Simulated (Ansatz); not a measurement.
The same hydrogenolysis along the group Cl, Br, I.

Computed with Ansatz on PBE0-D4/def2-TZVP structures; ΔE is electronic, products minus reactants. CCSD(T)/CBS adds triple-zeta CCSD(T) − MP2 to the extrapolated MP2 energy (def2 sets, frozen cores). This one scheme is used for every species. DFT in def2-TZVPP. def2 core potentials past Kr. For Br, I outer-core shells are correlated without core-valence functions, which leaves a few kJ/mol of doubt a bond. Scalar relativity is left out up to krypton.

| reaction | CCSD(T)/CBS(def2) (kJ/mol) |
| --- | --- |
| `[Cl][Al]1[CH2][CH2]1` + H₂ → `[CH2]1[CH2][AlH]1` + HCl | ? |
| `[Br][Al]1[CH2][CH2]1` + H₂ → `[CH2]1[CH2][AlH]1` + HBr | 140 |
| `[I][Al]1[CH2][CH2]1` + H₂ → `[CH2]1[CH2][AlH]1` + HI | 137 |

**Question.** Fill in the missing values. (Estimate.)

**Answer.** The calculation gave: `[Cl][Al]1[CH2][CH2]1` + H₂ → `[CH2]1[CH2][AlH]1` + HCl: +137.2 kJ/mol.

Largest T1 diagnostic: 0.011, for `[CH2]1[CH2][AlH]1`.
